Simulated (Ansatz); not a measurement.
Consider the formal hydrolysis of a C–B bond: `BCC#CF` + H₂O → `OCC#CF` + BH₃.

Program: Ansatz. Geometries: PBE0-D4/def2-TZVP. ΔE: electronic, gas phase. CCSD(T)/CBS adds triple-zeta CCSD(T) − MP2 to the extrapolated MP2 energy (def2 sets, frozen cores). This one scheme is used for every species. Functionals use def2-TZVPP. One conformer a species, not always the lowest.

```
 species  r2SCANh-D4 energy (Eh)
`BCC#CF`              -241.24091
     H₂O               -76.41866
`OCC#CF`              -291.03299
     BH₃               -26.58690
```

(1) Work out ΔE.

Largest T1 diagnostic among the species: 0.012.

Results:

(1) ΔE = (-291.03299) + (-26.58690) − (-241.24091) − (-76.41866) = 0.03968 Eh = +24.9 kcal/mol. CCSD(T)/CBS gives +25.6 kcal/mol.

In def2-TZVPP, CCSD(T) changes the Hartree–Fock value by +3.2 kcal/mol (the triples alone add +0.1 kcal/mol) and MP2 by +4.8 kcal/mol. At CCSD(T), def2-SVP lies −4.8 kcal/mol from the extrapolated value and def2-TZVPP −1.7 kcal/mol.
